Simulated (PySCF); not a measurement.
Radial density of B⁺ (boron, charge +1)

UHF, [He] 2s2, closed-shell 1S. All numbers are calculated (PySCF 2.14, scalar relativity by spin-free X2C-1e, in jorge-DZP-DKH (4s2p1d, 15 functions)).

| r (bohr) | 4πr²ρ (e/bohr) |
| --- | --- |
| 0.00464 | 0.01888 |
| 0.00781 | 0.05231 |
| 0.0131 | 0.1406 |
| 0.0221 | 0.3604 |
| 0.0372 | 0.8760 |
| 0.0625 | 1.922 |
| 0.105 | 3.578 |
| 0.177 | 5.030 |
| 0.298 | 4.471 |
| 0.500 | 1.918 |
| 0.842 | 0.7929 |
| 1.42 | 1.204 |
| 2.38 | 0.5856 |
| 4.01 | 0.05114 |
| 6.74 | 0.0002388 |

Densities and radii are taken from the X2C orbitals without a picture-change correction, which distorts them close to the nucleus.
